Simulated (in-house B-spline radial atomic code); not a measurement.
Se⁺. Computed with a B-spline radial atomic code. Model: non-relativistic spherical atom: semilocal Troullier-Martins pseudo-atom, one channel per l, against all electrons, high spin, G0W0 and RPA with empty states to l = 8, local potential for every l without a channel, a model core (radius 0 = none) keeps its share of the functional.

What the tables leave out is listed at the end.

The pseudopotential gives back the lowest level of each angular momentum of its own functional in the configuration it was made in; a second state of the same l is only approximately right. Exact exchange, RPA and GW see the smooth pseudo-orbitals and miss the exchange with the core, for which the functional's share stands in. The column with an uncorrelated core keeps all orbitals and exact exchange, and so separates missing core correlation from pseudisation. Only the three outermost levels and the lowest empty one were computed. RPA here is direct RPA, with no exchange kernel, and its energies carry an (l + 1/2)⁻⁴ tail. A hybrid on a potential with a model core restores only its own semilocal share of the core's exchange.

Command:
```bash
python run_psgw.py task.json out
```
Settings (lengths in bohr, energies in hartree):
```
Z                      34
electrons              33
configuration          [Ar] 3d10 4s2 4p3
generated_in           [Ar] 3d10 4s2 4p4
functional             lda,vwn
core_shells            4
radius_factor          0.8
core_correction        False
```

Cost of the run: 39 s on 1 thread of Arm Neoverse N1, on a shared host.

Given: made with LDA VWN5; model core radius 0 bohr; local radius 0.526 bohr; mean-field start LDA VWN5.

Valence shells of the generating configuration: 3p, 3d, 4s, 4p.

Channel: s 1.216, p 0.404, d 1.075 (radii in bohr).

Computed: largest level miss in the spin-unpolarised generating configuration 0.103 eV; valence RPA correlation energy all-electron orbitals -1.4239 hartree; all-electron RPA polarisability, core included 12.455 bohr³; pseudo-atom RPA polarisability 12.191 bohr³.

```tsv
level	occupied	mean-field all-electron (eV)	mean-field pseudo minus all (eV)	G0W0 all-electron (eV)	G0W0 uncorrelated core minus all (eV)	G0W0 pseudo minus all (eV)	exchange self-energy all-electron (eV)	exchange self-energy pseudo (eV)
4p up	1	-16.452	-0.17	-21.343	0.002	-0.093	-19.982	-19.107
4s down	1	-24.879	-0.035	-29.3	-0.088	-1.496	-18.484	-18.862
4p down (empty)	0	-14.096	-0.153	-10.102	0.003	0.004	-5.6519	-4.7109
```

(1) What is the valence RPA correlation energy pseudo?

Given: mean-field start PBE0.

Computed: valence RPA correlation energy all-electron orbitals -1.367 hartree; valence RPA correlation energy pseudo -1.5347 hartree; pseudo-atom RPA polarisability 10.958 bohr³.

```
          level  occupied  mean-field all-electron (eV)  mean-field pseudo minus all (eV)  G0W0 all-electron (eV)  G0W0 uncorrelated core minus all (eV)  G0W0 pseudo minus all (eV)  exchange self-energy all-electron (eV)  exchange self-energy pseudo (eV)
          4p up         1                       -17.858                            -0.066                 -21.532                                  0.002                      -0.009                                 -19.865                           -18.969
        4s down         1                       -25.568                            -0.509                 -29.304                                 -0.083                      -1.649                                 -18.224                           -19.371
4p down (empty)         0                       -12.392                            -0.028                 -9.8729                                  0.003                       0.061                                 -5.3099                           -4.4245
```

(2) What is the all-electron RPA polarisability, core included?

Given: mean-field start Hartree-Fock.

Computed: valence RPA correlation energy all-electron orbitals -1.2368 hartree; valence RPA correlation energy pseudo -1.4056 hartree; all-electron RPA polarisability, core included 8.8083 bohr³.

```json
{"level": "4p up", "occupied": "1", "mean-field all-electron (eV)": "-21.423", "mean-field pseudo minus all (eV)": "0.397", "G0W0 all-electron (eV)": "-21.848", "G0W0 uncorrelated core minus all (eV)": "0.003", "G0W0 pseudo minus all (eV)": "0.249", "exchange self-energy all-electron (eV)": "-19.595", "exchange self-energy pseudo (eV)": "-18.535"}
{"level": "4s down", "occupied": "?", "mean-field all-electron (eV)": "?", "mean-field pseudo minus all (eV)": "?", "G0W0 all-electron (eV)": "?", "G0W0 uncorrelated core minus all (eV)": "?", "G0W0 pseudo minus all (eV)": "?", "exchange self-energy all-electron (eV)": "?", "exchange self-energy pseudo (eV)": "?"}
{"level": "4s up", "occupied": "1", "mean-field all-electron (eV)": "-35.975", "mean-field pseudo minus all (eV)": "-1.691", "G0W0 all-electron (eV)": "-33.715", "G0W0 uncorrelated core minus all (eV)": "-0.064", "G0W0 pseudo minus all (eV)": "-1.503", "exchange self-energy all-electron (eV)": "-25.974", "exchange self-energy pseudo (eV)": "-27.668"}
{"level": "4p down (empty)", "occupied": "0", "mean-field all-electron (eV)": "-7.8321", "mean-field pseudo minus all (eV)": "0.339", "G0W0 all-electron (eV)": "-9.5086", "G0W0 uncorrelated core minus all (eV)": "0.002", "G0W0 pseudo minus all (eV)": "0.271", "exchange self-energy all-electron (eV)": "-4.1484", "exchange self-energy pseudo (eV)": "-3.3421"}
```

(3) What belongs in the row 4s down?

(4) What is the pseudo-atom RPA polarisability?

## Answers

(1) -1.5885 hartree.

(2) 11.131 bohr³.

(3) occupied: 1; mean-field all-electron (eV): -27.531; mean-field pseudo minus all (eV): -2.811; G0W0 all-electron (eV): -29.275; G0W0 uncorrelated core minus all (eV): -0.069; G0W0 pseudo minus all (eV): -2.007; exchange self-energy all-electron (eV): -17.563; exchange self-energy pseudo (eV): -21.654.

(4) 8.7919 bohr³.

Among the listed levels the largest G0W0 shift of the pseudo-atom is -2.01 eV, for 4s down on the Hartree-Fock start, while leaving the core uncorrelated moves that level by -0.07 eV. So pseudisation and the lost core exchange, not the missing core correlation, make the error. Not in the tables (levels of low weight, unsolved or above zero; the highest and the empty levels are kept at any weight): on LDA the G0W0 levels 4s up (pseudo minus all -0.62 eV, weights 0.15 and 0.19); on PBE0 the G0W0 levels 4s up (pseudo minus all -2.02 eV, weights 0.11 and 0.39).
